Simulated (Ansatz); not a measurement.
`C[NH][InH][CH3]`, relaxed with RKS PBE0-D4/def2-TZVP in Ansatz from a PBE-D4/def2-SVP geometry. The force threshold is 0.005 eV/Å; the program also tests the step.

Total charge 0; spin multiplicity 1. In takes the def2 core potential.

Start:

```xyz
12

C    -0.560   -2.273   -0.160
N    -0.445   -0.897    0.271
In    0.624    0.630   -0.591
C     0.438    2.537    0.433
H    -1.608   -2.571   -0.411
H    -0.195   -3.007    0.600
H     0.043   -2.441   -1.077
H    -0.987   -0.700    1.118
H     1.487    0.110   -2.006
H     0.018    2.382    1.446
H    -0.241    3.199   -0.139
H     1.425    3.031    0.516
```

```json
{"step": "1", "energy (eV)": "-8864.9787", "largest force (eV/Å)": "0.610", "largest move (Å)": "0.000"}
{"step": "2", "energy (eV)": "-8865.0304", "largest force (eV/Å)": "0.216", "largest move (Å)": "0.049"}
{"step": "3", "energy (eV)": "-8865.0345", "largest force (eV/Å)": "0.055", "largest move (Å)": "0.023"}
{"step": "4", "energy (eV)": "-8865.0347", "largest force (eV/Å)": "0.029", "largest move (Å)": "0.012"}
{"step": "5", "energy (eV)": "-8865.0348", "largest force (eV/Å)": "0.017", "largest move (Å)": "0.006"}
{"step": "6", "energy (eV)": "-8865.0349", "largest force (eV/Å)": "0.008", "largest move (Å)": "0.016"}
{"step": "7", "energy (eV)": "-8865.0349", "largest force (eV/Å)": "0.020", "largest move (Å)": "0.024"}
{"step": "8", "energy (eV)": "-8865.0350", "largest force (eV/Å)": "0.040", "largest move (Å)": "0.031"}
{"step": "9", "energy (eV)": "-8865.0350", "largest force (eV/Å)": "0.039", "largest move (Å)": "0.013"}
{"step": "10", "energy (eV)": "-8865.0351", "largest force (eV/Å)": "0.024", "largest move (Å)": "0.003"}
{"step": "11", "energy (eV)": "-8865.0352", "largest force (eV/Å)": "0.002", "largest move (Å)": "0.008"}
{"step": "12", "energy (eV)": "-8865.0352", "largest force (eV/Å)": "0.004", "largest move (Å)": "0.020"}
{"step": "13 (rejected)", "energy (eV)": "-8865.0343", "largest force (eV/Å)": "0.124", "largest move (Å)": "0.094"}
{"step": "14", "energy (eV)": "-8865.0352", "largest force (eV/Å)": "0.004", "largest move (Å)": "0.013"}
{"step": "15 (rejected)", "energy (eV)": "-8865.0346", "largest force (eV/Å)": "0.112", "largest move (Å)": "0.089"}
{"step": "16", "energy (eV)": "-8865.0352", "largest force (eV/Å)": "0.003", "largest move (Å)": "0.010"}
```

End:

```xyz
12

C    -0.542   -2.262   -0.154
N    -0.439   -0.892    0.283
In    0.572    0.623   -0.586
C     0.433    2.509    0.422
H    -1.575   -2.562   -0.376
H    -0.147   -2.975    0.583
H     0.034   -2.405   -1.073
H    -0.956   -0.718    1.132
H     1.392    0.147   -2.019
H    -0.106    2.398    1.363
H    -0.095    3.231   -0.203
H     1.428    2.906    0.629
```

Run time 54 s (4 threads of a server CPU on a shared host); peak host memory 0.49 GiB.
